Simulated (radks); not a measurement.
Task: The table gives one normalised radial function P(r) = r R(r) (large component) of Si3+ in [Ne] 3s1 (r in bohr). All-electron calculation, Dirac Kohn-Sham, PBEsol, spin-unpolarised, spherical densities, finite nucleus; Fermi nuclear charge, rms radius 3.1224 fm. Program: a radial shooting solver on a logarithmic mesh with Libxc functionals.

r	P
0.005793	0.0028
0.007364	0.0045
0.009362	0.0072
0.0119	0.0114
0.01513	0.0180
0.01923	0.0282
0.02445	0.0440
0.03108	0.0679
0.03951	0.1036
0.05023	0.1557
0.06386	0.2299
0.08118	0.3318
0.1032	0.4659
0.1312	0.6323
0.1654	0.8168
0.2103	1.0144
0.2674	1.1877
0.3399	1.2958
0.4321	1.3005
0.5493	1.1834
0.6983	0.9598
0.8877	0.6782
1.128	0.4053
1.435	0.1974
1.824	0.0746
2.318	0.0203
2.947	0.0036
3.747	0.0004
4.763	0.0000
6.055	0.0000

Which n and l does it have? It may be an empty orbital.

Result: n = 2, l = 1: the number of nodes gives n - l - 1 = 0, the rise at small r points to l (this Dirac orbital starts outside the nucleus as r^gamma with gamma = sqrt((l + 1)^2 - (Z/c)^2) = 2.00; the j = 3/2 orbital of l + 1 starts with the same power, but with a smaller coefficient, and then steepens), and the extent must fit the shell. The curve is that of 2p3/2; the two j differ most near the nucleus, where j = l - 1/2 has the larger amplitude, and in heavy atoms j = l - 1/2 is also the more compact. 2p3/2: eigenvalue -131.63 eV, 0 radial nodes, <r> = 0.535 bohr, 90 % of the charge inside 0.898 bohr.
